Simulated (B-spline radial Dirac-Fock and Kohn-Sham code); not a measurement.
# Scattering functions of Ho³⁺

System: the Ho³⁺ ion, configuration [Xe] 4f9 6s1 (not the ground configuration).

Input of the calculation (task.json; shells as n, l, electrons):

```json
{"items": [{
  "Z": 67,
  "q": 3,
  "cfg": [[1, 0, 2], [2, 0, 2], [2, 1, 6], [3, 0, 2], [3, 1, 6], [3, 2, 10], [4, 0, 2], [4, 1, 6], [4, 2, 10], [4, 3, 9], [5, 0, 2], [5, 1, 6], [6, 0, 1]],
  "A": 165,
  "rrms": 5.2022,
  "do": ["scatter"],
  "s": [0.0, 0.04, 0.05, 0.06, 0.07, 0.09, 0.1, 0.13, 0.15, 0.18, 0.22, 0.27, 0.32, 0.39, 0.47, 0.56, 0.68, 0.82, 0.99, 1.19, 1.43, 1.73, 2.09],
  "pz": [0, 0.1, 0.15, 0.22, 0.32, 0.46, 0.68, 1.0, 1.5, 2.1, 3.1, 4.6, 6.8, 9.9, 15.0, 21.0, 31.0, 46.0, 67.0, 99.0, 140.0],
  "hv_scatter": [1000, 2000, 8047.8, 10000, 20000, 100000, 200000, 1000000]
}]}
```

Run with: `python xray_run.py task.json out`

Level of theory: configuration-average Dirac-Fock orbitals; a radial finite-basis atomic code. f₀ is the Fourier transform of the spherical electron density, S the Waller-Hartree incoherent function, and s = sin θ/λ.

```
s (Å⁻¹)      f₀       S
      0  64.000   0.000
   0.04  63.527   0.573
   0.05  63.268   0.873
   0.06  62.959   1.219
   0.07  62.601   1.603
   0.09  61.761   2.450
    0.1  61.286   2.900
   0.13  59.688   4.300
   0.15  58.516   5.250
   0.18  56.656   6.679
   0.22  54.076   8.564
   0.27  50.821  10.837
   0.32  47.644  13.001
   0.39  43.484  15.859
   0.47  39.270  18.821
   0.56  35.211  21.705
   0.68  30.697  24.998
   0.82  26.416  28.387
   0.99  22.405  32.063
   1.19  19.092  35.902
   1.43  16.489  39.851
   1.73  14.198  43.708
   2.09  11.817  47.046
```

f₀ starts at the number of electrons, 64, and has fallen to half at s ≈ 0.65 Å⁻¹. The sum of ⟨r²⟩ over the electrons is 40.82 bohr².
